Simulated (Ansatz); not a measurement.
A run for Ansatz (a quantum-chemistry and plane-wave program): R-r2SCAN/def2-TZVPPD on C3H5N (a complex). Files ending in .json are basis or fitting sets from the Basis Set Exchange.

Ansatz 0.2 input:
```yaml
crystal:
  periodic: [false, false, false]
  atoms:
    - {symbol: C, position_ang: [0.65587892, 0.01106795, -0.00144994]}
    - {symbol: C, position_ang: [-0.66698897, 0.04372339, 0.08925288]}
    - {symbol: H, position_ang: [1.20531864, -0.92255132, 0.01977273]}
    - {symbol: H, position_ang: [1.24178992, 0.91583373, -0.11153000]}
    - {symbol: H, position_ang: [-1.21719402, 0.97657139, 0.05709584]}
    - {symbol: H, position_ang: [-1.25371187, -0.86180458, 0.18833972]}
    - {symbol: C, position_ang: [0.24876285, 0.27418838, 3.66553101]}
    - {symbol: N, position_ang: [0.32837482, 0.35004516, 4.80689528]}
    - {symbol: H, position_ang: [0.17401066, 0.20283997, 2.59865424]}
basis:
  gaussian:
    orbitals: def2-TZVPPD.json
hamiltonian:
  xc: {name: r2SCAN}
scf: {lower_state_search: off}
```

Output:

```
WARN ansatz: RAYON_NUM_THREADS=2 ignored (pool sized by the plan → 2); use --threads N
Functional definition: r2SCAN
these checks for a lower state are left out or cut short: stability, starts, cluster_reference, orbital_swaps, neighbouring_geometries, increment
integrals: 0.10 GiB planned
996 factors; their error is unknown
mean field: 0.99 GiB planned
mean field evaluation 1: about -4669.6290 eV, gradient 6.7e1 eV
mean field evaluation 2: about -4657.0173 eV, gradient 9.6e1 eV
mean field evaluation 4: about -4679.5326 eV, gradient 4.8e0 eV
mean field evaluation 8: about -4679.5655 eV, gradient 6.4e-1 eV
mean field evaluation 16: about -4679.5660 eV, gradient 1.1e-5 eV
mean field -4679.56596869 eV, -171.9708774257 hartree, gradient 3.0e-6 eV, S^2 0.000000; 0 other end points of the search recorded, 0 dependent functions left out
reference -4679.56598169 eV, -171.9708779034 hartree; 15, 15 occupied and 218, 218 virtual orbitals, 996 factors
Total energy: -4679.56598169 eV, -171.9708779034 hartree
Checks for a lower state left out: stability, starts, cluster_reference, orbital_swaps, neighbouring_geometries, increment
```

Self-consistency was reached.

Cost: very roughly 1.6 core-seconds.
